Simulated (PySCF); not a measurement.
## Working out the ionisation energy of Pd⁺

Pd⁺ [Kr] 4d9 (2D) → Pd²⁺ [Kr] 4d8 (3F). Computed with PySCF 2.14 in x2c-TZVPall, with the spin-free X2C one-electron Hamiltonian (Gaussian nucleus). Frozen: [Kr]. Energies in hartree (1 hartree = 27.21139 eV):

```json
{"part": "UHF", "Pd⁺ (lower)": "-5042.509650", "Pd²⁺ (upper)": "-5041.868861"}
{"part": "MP2 opposite-spin", "Pd⁺ (lower)": "-0.137789", "Pd²⁺ (upper)": "-0.100636"}
{"part": "MP2 same-spin", "Pd⁺ (lower)": "-0.079167", "Pd²⁺ (upper)": "-0.062219"}
```

Q: What does Hartree-Fock give?

A: (-5041.868861) − (-5042.509650) = 0.640789 hartree = 17.437 eV.

Q: What do MP2 and SCS-MP2 (6/5 opposite-spin, 1/3 same-spin) give?

A: The opposite-spin parts differ by 1.011 eV and the same-spin parts by 0.461 eV. MP2: 17.437 + (1.011) + (0.461) = 18.909 eV. SCS-MP2: 17.437 + 1.2 × (1.011) + (0.461)/3 = 18.804 eV.

Reference: 19.43 ± 0.12 eV (semi-empirical (NIST evaluation); NIST Atomic Spectra Database, ionization energies), between the lowest levels; spin-orbit coupling is absent from the calculation.

What remains against the reference includes basis incompleteness, the frozen core and correlation beyond second order.
